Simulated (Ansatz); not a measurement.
`F[SiH2]C(F)Cl` + H₂Se → `F[SiH2][SeH]` + `FCCl` at 298.15 K and 1 bar (ligand exchange at the Si–C bond).

Calculated with Ansatz (gas phase, PBE0-D4/def2-TZVP geometries, no zero-point term in ΔE). CCSD(T)/CBS is the MP2 limit (def2-TZVPP, def2-QZVPP) plus CCSD(T) − MP2 in def2-TZVPP, frozen cores. This one scheme is used for every species. For Se outer-core shells are correlated without core-valence functions, which leaves a few kJ/mol of doubt a bond. Scalar relativity is left out up to krypton. One conformer a species, not always the lowest.

```tsv
species	CCSD(T)/CBS energy (Eh)	H − E (kJ/mol)	S (J/(mol·K))
`F[SiH2]C(F)Cl`	-988.34454	126.0	339.7
H₂Se	-2401.89790	45.8	219.1
`F[SiH2][SeH]`	-2791.46485	89.7	305.5
`FCCl`	-598.81139	93.0	264.2
```

H − E and S are ideal-gas, rigid-rotor, harmonic terms from PBE0-D4/def2-TZVP, for one conformer and one mirror image of each species. 1 Eh = 2625.50 kJ/mol, R = 8.31446 J/(mol·K).

Task: By hand: ΔE, ΔH, ΔS and ΔG.

Result: ΔE = (-2791.46485) + (-598.81139) − (-988.34454) − (-2401.89790) = -0.03380 Eh = -88.7 kJ/mol. Δ(H − E) = 89.7 + 93.0 − 126.0 − 45.8 = 10.9, so ΔH = -77.8 kJ/mol. ΔS = 305.5 + 264.2 − 339.7 − 219.1 = 10.9 J/(mol·K). ΔG = -77.8 − 298.15 × (10.9)/1000 = -81.0 kJ/mol.

Task: By hand: the equilibrium constant, and the temperature at which ΔG would vanish if ΔH and ΔS stayed fixed.

Result: log₁₀ K = −ΔG/(RT ln 10) = 14.2. ΔH and −TΔS have one sign here, so there is no such temperature.

The number of gas molecules stays the same, so ΔS is small and ΔH decides. A doubt of 5 kJ/mol in ΔE shifts log₁₀ K by 0.9 here. Other conformers and mirror images would add mixing entropy, several J/(mol·K) or more a flexible species. These are equilibria of isolated gas molecules and say nothing of rates. Largest T1 diagnostic: 0.011 (customary marks: 0.02 for closed shells, 0.045 for open ones).

ΔS is within the doubt of such terms, so its sign, and with it that verdict, could turn.
